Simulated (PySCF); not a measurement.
# A small calculation by hand: refractive index and permittivity of the vapour

C5H7N, SMILES C(/C#C)=N\CC.

Coordinates come from a B3LYP-D3(BJ)/def2-SVP optimisation. The structure was generated by enumeration; whether it is a known compound was not checked. The values are those of a single conformer.

M06-2X/def2-TZVP in PySCF gives a mean static polarisability of 69.9 bohr³ and a dipole moment of 1.42 D. Take an ideal gas at 298.15 K and 0.1 bar, whether or not the substance is that volatile.

Question: Work out n − 1 in the optical limit and the static ε − 1.

Answer: 
Polarisability volume α' = 69.9 × 0.148185 = 10.36 Å³. Number density N = p/kT = 2.43e-6 Å⁻³.
Dilute limit of Lorentz–Lorenz: n − 1 = 2π N α' = 0.00016.
Orientation term of Debye: μ²/(3kT) = 8.098 Å³ × μ²(D²) = 16.33 Å³.
ε − 1 = 4π N (α' + μ²/3kT) = 0.00081. Orientation of the dipole supplies 61 % of the static response; it can't follow optical fields. Vibrational polarisation and dispersion are left out.
